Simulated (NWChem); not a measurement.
System: CH4F3NSi; SMILES N([Si](F)(F)F)C

```xyz
10

C     -0.0300     2.3804     0.0772
N      0.6919     1.1256     0.1152
Si     0.0185    -0.4090    -0.0068
F     -0.6718    -0.9887     1.3212
F      1.1634    -1.4572    -0.3985
F     -1.1460    -0.4208    -1.1075
H     -0.1633     2.8331     1.0753
H     -1.0293     2.2210    -0.3535
H      0.4800     3.1132    -0.5683
H      1.6785     1.1974     0.3355
```
Atoms are numbered in this order, from 1.

All runs: NWChem. Medium grid unless said otherwise, to which SCAN and Minnesota functionals are sensitive. Coordinates come from a PBE0/def2-SVP optimisation. Total energies of different functionals are on different scales.

```json
[
 {"level": "PBE/def2-SVP", "energy (Ha)": "-683.5449", "highest occupied level (eV)": "[?]", "orbital gap (eV)": "[?]", "dipole (D)": "[?]"},
 {"level": "B3LYP/def2-SVP", "energy (Ha)": "-684.1203", "highest occupied level (eV)": "-7.40", "orbital gap (eV)": "8.12", "dipole (D)": "3.07"},
 {"level": "Hartree-Fock/def2-SVP", "energy (Ha)": "-681.7174", "highest occupied level (eV)": "-11.48", "orbital gap (eV)": "15.68", "dipole (D)": "3.39"},
 {"level": "r2SCAN/def2-SVP", "energy (Ha)": "-683.8990", "highest occupied level (eV)": "-6.52", "orbital gap (eV)": "7.26", "dipole (D)": "3.08"},
 {"level": "PW6B95/def2-SVP", "energy (Ha)": "-684.7867", "highest occupied level (eV)": "-7.83", "orbital gap (eV)": "8.84", "dipole (D)": "3.13"},
 {"level": "PBE0/def2-SVP", "energy (Ha)": "-683.5879", "highest occupied level (eV)": "-7.71", "orbital gap (eV)": "8.77", "dipole (D)": "3.13"}
]
```

### Question
Some entries are withheld; supply them.

### Answer

- PBE/def2-SVP, highest occupied level (eV): -6.12
- PBE/def2-SVP, orbital gap (eV): 6.26
- PBE/def2-SVP, dipole (D): 2.96
